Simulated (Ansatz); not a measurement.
`CCC(=N)[SiH3]`, relaxed with RKS PBE-D4/def2-SVP in the Gaussian-basis code of Ansatz from a rough embedded geometry. The force threshold is 0.03 eV/Å; the program also tests the step.

Charge 0, multiplicity 1.

Start:

```xyz
14

C    -1.710   -0.483   -0.280
C    -0.548    0.249   -0.814
C     0.431    0.622    0.301
N     0.280    1.657    0.975
Si    1.998   -0.422    0.528
H    -1.367   -1.480    0.228
H    -2.227    0.051    0.502
H    -2.401   -0.796   -1.055
H    -0.946    1.141   -1.317
H    -0.068   -0.348   -1.610
H    -0.661    2.125    0.795
H     1.830   -1.731   -0.231
H     2.216   -0.796    1.999
H     3.172    0.212   -0.022
```

| step | energy (eV) | largest force (eV/Å) | largest move (Å) |
| --- | --- | --- | --- |
| 1 | -12608.0484 | 2.945 | 0.000 |
| 2 | -12608.2591 | 1.252 | 0.195 |
| 3 (rejected) | -12608.2521 | 2.535 | 0.192 |
| 4 | -12608.3835 | 0.732 | 0.096 |
| 5 | -12608.4247 | 0.154 | 0.100 |
| 6 | -12608.4325 | 0.132 | 0.054 |
| 7 | -12608.4415 | 0.077 | 0.055 |
| 8 | -12608.4474 | 0.160 | 0.078 |
| 9 | -12608.4513 | 0.223 | 0.064 |
| 10 | -12608.4552 | 0.205 | 0.085 |
| 11 | -12608.4586 | 0.132 | 0.183 |
| 13 | -12608.4612 | 0.047 | 0.034 |
| 15 (rejected) | -12608.4622 | 0.160 | 0.147 |
| 17 | -12608.4647 | 0.053 | 0.072 |
| 19 | -12608.4661 | 0.072 | 0.010 |
| 21 | -12608.4681 | 0.039 | 0.082 |
| 23 (rejected) | -12608.4358 | 0.582 | 0.098 |
| 25 | -12608.4696 | 0.074 | 0.098 |
| 27 | -12608.4704 | 0.033 | 0.044 |
| 29 | -12608.4707 | 0.050 | 0.047 |
| 30 | -12608.4709 | 0.026 | 0.010 |

End:

```xyz
14

C    -1.543   -0.756   -0.153
C    -0.719    0.382   -0.772
C     0.469    0.790    0.078
N     0.687    1.965    0.558
Si    1.784   -0.521    0.572
H    -0.932   -1.671   -0.007
H    -1.951   -0.465    0.837
H    -2.395   -1.031   -0.806
H    -1.357    1.278   -0.947
H    -0.340    0.057   -1.768
H    -0.083    2.611    0.279
H     1.869   -1.609   -0.471
H     1.388   -1.168    1.875
H     3.123    0.138    0.725
```

It took 32 s on 4 threads of a server CPU on a shared host, with 0.18 GiB of host memory at the peak.
